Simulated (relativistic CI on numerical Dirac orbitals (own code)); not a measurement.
## Ca+: calculation against measurement

Method of calculation: Dirac-Coulomb-Breit CI, orbitals from a KLI potential per configuration, model QED (radiative potential, 1s self-energy scaled to tabulated hydrogen-like ionisation energies), valence Slater integrals scaled by 0.85, configuration energies shifted to the measured levels that pair with them (semi-empirical) (own radial code, finite nucleus).

CI space (outside the closed core [Ar]): 4s, 3d, 4p, 5s, 4d, 5p, 4f, 6s, 5d, 6p, 5f, 5g, 6d, 6f. Levels of other configurations are missing.

```tsv
Configuration	Term (tabulated)	J	Measured (cm⁻¹)	Computed	Error	Purity (%)
4s	2S	1/2	0.0	0	0	100
3d	2D	3/2	13650.2	13669	19	100
3d	2D	5/2	13710.9	13692	-19	100
4p	2P°	1/2	25191.5	25207	16	100
4p	2P°	3/2	25414.4	25399	-16	100
5s	2S	1/2	52166.9	52167	0	100
4d	2D	3/2	56839.3	56843	3	100
4d	2D	5/2	56858.5	56855	-3	100
5p	2P°	1/2	60533.0	60539	6	100
5p	2P°	3/2	60611.3	60605	-6	100
4f	2F°	5/2	68056.9	68057	0	100
4f	2F°	7/2	68056.9	68057	0	100
6s	2S	1/2	70677.6	70678	0	100
```

Measured levels from NIST Handbook of Basic Atomic Spectroscopic Data (Sansonetti and Martin, J. Phys. Chem. Ref. Data 34, 1559 (2005)); pairs were made by configuration, J and term (by order where the table uses no LS term), so strongly mixed levels may be paired wrongly.

Mean error by configuration (cm⁻¹): 3d 0; 4p 0; 5s 0; 4d 0; 5p 0; 4f 0; 6s 0. Over the excited levels the mean absolute error is 7 cm⁻¹ (12 of the 12 excited levels that our extract of the source holds in range could be paired), and the median relative error of those above 1,000 cm⁻¹ is 0.0077 %, both after the shifts were fitted to these levels, so that a configuration with one level shows no error.

Transition probabilities of persistent lines. The last column rescales the computed rate by the cube of measured over computed energy:

```tsv
λ measured (Å)	Lower	Upper	A tabulated (s⁻¹)	A computed	A rescaled
3179.33 air	4p ²P°3/2	4d ²D5/2	3.60e+08	3.39e+08	3.39e+08
3706.03 air	4p ²P°1/2	5s ²S1/2	8.80e+07	8.26e+07	8.27e+07
3736.90 air	4p ²P°3/2	5s ²S1/2	1.70e+08	1.65e+08	1.65e+08
3933.66 air	4s ²S1/2	4p ²P°3/2	1.35e+08	1.68e+08	1.68e+08
3968.47 air	4s ²S1/2	4p ²P°1/2	1.32e+08	1.64e+08	1.63e+08
```

Configurations whose levels could be paired with our table of measured levels were shifted onto them, all but the ground configuration, by the median error of their levels; single terms can still be off by 1,000 to 2,000 cm⁻¹ or more, and rates follow the energies as ν³ (E1, M1) or ν⁵ (E2). The others borrow a shift and can be off by several thousand cm⁻¹ or more. The fine structure of a lone outer electron comes out too small, for d and f at times inverted, and misplaced configurations move strength between like terms. 12 of the 12 excited levels that our extract of the measured tables holds in this range could be paired (the sources list more); they are missed by 7 cm⁻¹ on average and 19 at most, after the shifts were fitted to these levels, and levels without a partner can miss by more.

Shifts applied (cm⁻¹): 4s 0; 3d -45; 4p 1191; 5s 1570; 4d 1619; 5p 1482; 4f 54; 6s 1635.
